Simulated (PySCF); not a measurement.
A PySCF script (with the pyscf-properties extension) for the NMR shieldings of SMILES C[O+]([AlH3-])CC1CCC1, C6H15AlO, on a PBE0-D3(BJ)/def2-SVP geometry:

```python
import basis_set_exchange as bse
import numpy as np
from pyscf import gto, dft
from pyscf.prop import nmr

atoms = """
C    -1.715763   -1.173730    0.979481
O    -1.638368   -0.379917   -0.196631
Al   -2.813227    1.224880   -0.341542
C    -0.395590   -0.421538   -0.907870
C     0.731924    0.311790   -0.225132
C     1.498675   -0.321548    0.957702
C     2.803751    0.222442    0.349698
C     2.067965    0.376955   -0.994432
H    -1.348709   -2.188006    0.760217
H    -1.128369   -0.730069    1.797036
H    -2.774048   -1.215148    1.265878
H    -2.592730    1.542307   -1.898818
H    -4.188362    0.549034    0.135583
H    -2.104779    2.219259    0.706377
H    -0.613866    0.040365   -1.881774
H    -0.140784   -1.483192   -1.075968
H     0.389788    1.327077    0.035344
H     1.229746   -0.001437    1.975529
H     1.460934   -1.422906    0.916429
H     3.072747    1.199939    0.777468
H     3.693098   -0.423921    0.377175
H     2.262597    1.273920   -1.600526
H     2.204098   -0.510949   -1.633986
"""
names = dict.fromkeys(["C", "O", "Al", "H"], "pcSseg-1")
basis = {el: gto.basis.parse(bse.get_basis(n, elements=[el], fmt="nwchem")) for el, n in names.items()}
mol = gto.M(atom=atoms, basis=basis, charge=0, verbose=0)
mf = dft.RKS(mol, xc="PBE0")
mf.grids.level = 2
mf.grids.alignment = dft.numint.BLKSIZE   # the property module wants whole blocks of grid points
mf.conv_tol = 1e-9
mf.kernel()

calc = nmr.RKS(mf)   # GIAO
C = mf.mo_coeff
Co = C[:, mf.mo_occ > 0]
resp = mf.gen_response(singlet=True, hermi=2)
def vind(x):   # induced exchange potential for any number of trial vectors
    d = np.einsum("pi,xij,qj->xpq", C, 2 * x.reshape(-1, C.shape[1], Co.shape[1]), Co, optimize=True)
    return np.einsum("xpq,pi,qj->xij", resp(d - d.transpose(0, 2, 1)), C, Co, optimize=True).ravel()
mo1, _ = nmr.rhf.solve_mo1(calc, with_cphf=vind)
sigma = calc.kernel(mo1)
for i, s in enumerate(sigma):   # ppm
    w = np.linalg.eigvalsh((s + s.T) / 2)
    print("%2d %-2s iso %8.1f  s11 %8.1f  s22 %8.1f  s33 %8.1f" % (i, mol.atom_pure_symbol(i), w.mean(), *w))
```

Problem. What are the results?

Solution. 
```
 0 C  iso    122.8  s11     89.2  s22     98.5  s33    180.8
 1 O  iso    307.3  s11    275.8  s22    293.3  s33    352.6
 2 Al iso    403.8  s11    369.7  s22    403.3  s33    438.3
 3 C  iso    101.6  s11     68.8  s22     87.2  s33    148.8
 4 C  iso    150.4  s11    133.2  s22    156.1  s33    161.9
 5 C  iso    152.2  s11    139.8  s22    145.6  s33    171.3
 6 C  iso    163.7  s11    151.0  s22    164.9  s33    175.1
 7 C  iso    159.0  s11    141.3  s22    159.8  s33    176.0
 8 H  iso     28.2  s11     24.9  s22     26.0  s33     33.8
 9 H  iso     27.7  s11     23.5  s22     27.5  s33     32.0
10 H  iso     27.1  s11     22.6  s22     25.8  s33     32.9
11 H  iso     27.2  s11     23.9  s22     26.5  s33     31.1
12 H  iso     27.1  s11     23.8  s22     26.2  s33     31.5
13 H  iso     26.9  s11     23.5  s22     26.9  s33     30.4
14 H  iso     27.0  s11     22.6  s22     28.7  s33     29.6
15 H  iso     28.2  s11     23.7  s22     29.1  s33     31.8
16 H  iso     28.2  s11     24.1  s22     28.8  s33     31.7
17 H  iso     29.2  s11     25.4  s22     27.5  s33     34.6
18 H  iso     29.7  s11     26.5  s22     29.7  s33     32.8
19 H  iso     29.2  s11     26.3  s22     26.7  s33     34.6
20 H  iso     29.6  s11     25.6  s22     26.2  s33     36.8
21 H  iso     29.3  s11     25.6  s22     26.2  s33     36.3
22 H  iso     29.9  s11     27.0  s22     28.6  s33     34.0
```

These numbers come from an equivalent density-fitted implementation of the same equations, which agrees with the script to about 0.01 ppm for H and up to a few tenths of a ppm for heavy atoms, so last digits may differ.

Problem. Turn these shieldings into chemical shifts. Scale: TMS for 13C (184.41 ppm) and 1H (31.27 ppm); H2O for 17O (334.56 ppm); 27Al (489.28 ppm) vs AlH4- (reference shieldings calculated alike).

Solution. Averaging equivalent atoms: C 3: 82.8; C 0: 61.6; C 4: 34.0; C 5/7: 28.8; C 6: 20.8; O 1: 27.3; Al 2: 85.5; H 11/12/13: 4.19; H 14/15: 3.68; H 8/9/10: 3.60; H 16: 3.06; H 19: 2.04; H 17/21: 2.00; H 20: 1.71; H 18/22: 1.50 ppm. Experimental scales use liquid or dissolved standards, which lie at an offset from isolated H2O (liquid H2O: subtract about 36 ppm).

Size and cost of the density-fitted run: 218 basis functions, 84 s wall time on 1 thread of an Arm Neoverse N1, shared host; peak memory 0.92 GiB.
